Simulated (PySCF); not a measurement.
A GIAO shielding run with PySCF (density fitting, non-relativistic, gas phase) on `C1C[C@H](C)C(C#N)=C1`, C7H9N:

```
$ OMP_NUM_THREADS=1 python probes_run.py task.json out

{"job": {"kind": "nmr", "xc": "PBE0", "basis": "pcSseg-1"}, "charge": 0, "multiplicity": 1}
C      1.833779    -0.023480     0.110135
C      0.516746     0.197424    -0.634736
C     -0.283259    -1.104550    -0.835354
C     -1.346035    -1.119606     0.276156
C     -1.422081     0.306243     0.712709
C     -0.422472     1.031777     0.209066
C     -0.179812     2.394748     0.436377
N      0.040995     3.508311     0.606395
H      1.655127    -0.533838     1.054437
H      2.314985     0.929641     0.319855
H      2.510477    -0.626924    -0.490632
H      0.730456     0.689700    -1.588151
H     -0.773004    -1.088277    -1.809473
H      0.363356    -1.979207    -0.797385
H     -2.310664    -1.491722    -0.071730
H     -1.042544    -1.745723     1.120628
H     -2.193047     0.667513     1.371792
```

Hardware: 1 thread of an Arm Neoverse N1, shared host. The job also computes population analyses, field gradients, ring-centre shieldings.

(1) How large is the calculation?

(2) How long does it take, and how much memory does it need?

## Answers

(1) 58 electrons, 181 basis functions and 927 auxiliary functions.

(2) 56 s of wall time, with 15 SCF cycles and 5 response iterations; peak memory 0.83 GiB. Times on a shared host scatter by some tens of per cent.
